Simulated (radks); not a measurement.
Spherical quantum dot in the effective-mass picture: electrons in a hard-walled sphere of radius 2.77, all in effective atomic units (hartree* = m*/eps^2 hartree, bohr* = eps/m* bohr), one dielectric constant everywhere. Method: non-relativistic Kohn-Sham, LDA (Slater exchange, Perdew-Wang correlation), spin-polarised, spherical densities; computed with a radial shooting solver with Libxc functionals. Levels are named by radial order and angular momentum (1s, 1p, 1d, 2s, ...), and open shells are averaged over m. Each electron was tried in the lowest free levels, single moves between levels near the top were tried too, and the lowest total energy was kept; such a search can miss a lower state. At N = 1 the Hartree and exchange-correlation terms need not cancel, so that row can carry a self-interaction error.

N,open shells,2S,E (hartree*),mu = E(N) - E(N-1) (hartree*),addition energy mu(N+1) - mu(N) (hartree*),e(HOMO) (hartree*),rms radius (bohr*)
1,"1s(up 1, down 0)",1,0.663154,0.66315,0.5771,0.88701,1.484
2,none,0,1.90342,1.2403,1.061,1.4708,1.534
3,"1p(up 1, down 0)",1,4.20430,2.3009,0.4549,2.5254,1.627
4,"1p(up 2, down 0)",2,6.96005,2.7557,0.4660,2.9878,1.679
5,"1p(up 3, down 0)",3,10.1818,3.2218,0.5950,3.4564,1.715
6,"1p(up 3, down 1)",2,13.9986,3.8167,0.4465,4.0378,1.743
7,"1p(up 3, down 2)",1,18.2618,4.2632,0.4554,4.4901,1.766
8,none,0,22.9805,4.7187,1.169,4.9479,1.785
9,"1d(up 1, down 0)",1,28.8685,5.8881,0.4409,6.1080,1.811
10,"1d(up 2, down 0)",2,35.1975,6.3289,0.4431,6.5502,1.832
11,"1d(up 3, down 0)",3,41.9695,6.7720,0.4444,6.9941,1.850
12,"1d(up 4, down 0)",4,49.1860,7.2164,0.4451,7.4389,1.866
13,"1d(up 5, down 0)",5,56.8475,7.6615,0.5655,7.8842,1.880
14,"1d(up 5, down 1)",4,65.0746,8.2271,0.4345,8.4439,1.893
15,"1d(up 5, down 2)",3,73.7361,8.6615,0.4366,8.8796,1.905
16,"1d(up 5, down 3)",2,82.8343,9.0982,0.4380,9.3170,1.915
17,"1d(up 5, down 4)",1,92.3704,9.5361,0.4388,9.7554,1.925
18,none,0,102.345,9.9749,1.291,10.195,1.934
19,"1f(up 1, down 0)",1,113.611,11.266,0.4296,11.480,1.945
20,"1f(up 2, down 0)",2,125.306,11.695,0.4302,11.910,1.955
21,"1f(up 3, down 0)",3,137.432,12.125,0.4306,12.341,1.964
22,"1f(up 4, down 0)",4,149.988,12.556,-,12.771,1.973

All shells are closed at N = 2, 8, 18 (there: 1s2 1p6 1d10); the second difference of the energy has clear peaks (12 % above both neighbours; the first and last values, which can be the largest, are not judged, and half-filled shells can peak too) at N = 2, 5, 8, 13, 18.
